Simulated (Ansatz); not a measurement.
Total energies of Si₂₀H₂₆ from Ansatz at PBE0-D4/def2-SVP, gas phase (1 Eh = 27.2114 eV = 2625.5 kJ/mol). The reference geometry is relaxed at PBE-D4/def2-SVP.

Cartesian coordinates in Å:
```
Si 1.838 -3.810 -1.192
Si 3.194 2.738 -1.338
Si -1.102 3.383 -1.036
Si -1.731 -3.224 -1.091
Si -3.208 0.294 -0.882
Si 0.588 -0.173 -1.207
Si 2.351 -1.746 1.831
Si 1.156 2.039 1.892
Si -1.188 -1.075 2.053
Si -2.611 2.432 2.307
Si 2.622 0.589 -2.110
Si 0.221 -2.339 -2.067
Si 1.279 -3.722 1.103
Si -1.237 1.171 -1.833
Si 3.210 2.780 1.016
Si -0.696 3.357 1.284
Si -3.621 -1.915 -1.576
Si -1.066 -3.264 1.176
Si -3.021 0.268 1.464
Si 0.771 -0.148 1.138
H 1.662 -5.189 -1.777
H 3.257 -3.358 -1.425
H 4.554 3.129 -1.863
H 2.193 3.738 -1.855
H -2.446 4.037 -1.261
H -0.067 4.195 -1.771
H -1.931 -4.645 -1.570
H -4.365 1.187 -1.271
H 3.702 -1.576 1.186
H 2.507 -1.672 3.330
H 1.233 1.999 3.402
H -1.033 -1.111 3.557
H -3.802 3.319 2.037
H -2.404 2.362 3.801
H 2.543 0.577 -3.617
H 3.706 -0.373 -1.690
H 0.172 -2.270 -3.574
H -1.366 1.165 -3.339
H 3.536 4.168 1.509
H 4.289 1.842 1.499
H -0.505 4.774 1.775
H -3.882 -1.963 -3.062
H -4.840 -2.450 -0.865
H -1.830 -4.278 1.990
H 1.670 -4.959 1.872
H -4.302 -0.283 2.049
```

```
                 state                    geometry  energy (Eh)
      charge 0 singlet                   reference  -5801.63776
      charge 1 doublet                   reference  -5801.33528
     charge -1 doublet                   reference  -5801.66348
     charge -1 doublet  relaxed at PBE-D4/def2-SVP  -5801.67504
      charge 0 triplet  relaxed at PBE-D4/def2-SVP  -5801.53300
free Si atom (triplet)                           –   -289.15194
 free H atom (doublet)                           –     -0.50029
```

Single mean-field runs in def2-SVP are fitted with def2-universal-jkfit.

Problem. Work out the vertical ionisation energy to the doublet.

Solution. E(charge 1 doublet) − E(charge 0 singlet) = -5801.33528 − (-5801.63776) = 0.30248 Eh = 8.23 eV. For comparison, −ε of the highest occupied level is 7.14 eV at this level, 1.09 eV less.

Problem. Work out the vertical electron affinity, to the doublet.

Solution. E(charge 0 singlet) − E(charge -1 doublet) = -5801.63776 − (-5801.66348) = 0.02572 Eh = 0.70 eV. The basis lacks diffuse functions, which makes affinities too small.

Problem. Give the fundamental gap IE − EA, the Mulliken electronegativity (IE + EA)/2 and the hardness (IE − EA)/2.

Solution. From the values in Eh: IE − EA = 0.30248 − 0.02572 = 0.27676 Eh = 7.53 eV; (IE + EA)/2 = 4.47 eV; (IE − EA)/2 = 3.77 eV. The HOMO–LUMO gap of the same run is 5.54 eV, 1.99 eV smaller than the fundamental gap.

Problem. How much does the charge -1 doublet relax, and what is the adiabatic electron affinity?

Solution. Relaxation: -5801.66348 − (-5801.67504) = 0.01156 Eh = 0.31 eV. Adiabatic electron affinity: 0.03728 Eh = 1.01 eV, without zero-point energy. 

Problem. Which of the charge 0 states is lowest, and how far above it are the others?

Solution. The singlet. triplet: -5801.53300 − (-5801.63776) = 0.10476 Eh = 275.0 kJ/mol. The triplet differs in its bonds from the reference.

Problem. What is the binding energy per atom against free atoms?

Solution. Atoms: 20 × (-289.15194) + 26 × (-0.50029) = -5796.04634 Eh. Binding: -5796.04634 − (-5801.63776) = 5.59142 Eh = 152.15 eV, or 3.31 eV for each of 46 atoms (no zero-point energy, no counterpoise term).

At PBE0-D4/def2-SVP the highest occupied level of the charge -1 doublet lies above zero (up to 0.35 eV). By energy differences its removal costs 0.70 eV (vertical, to the charge 0 singlet, at PBE0-D4/def2-SVP); self-interaction error and the lack of diffuse functions both raise the level.
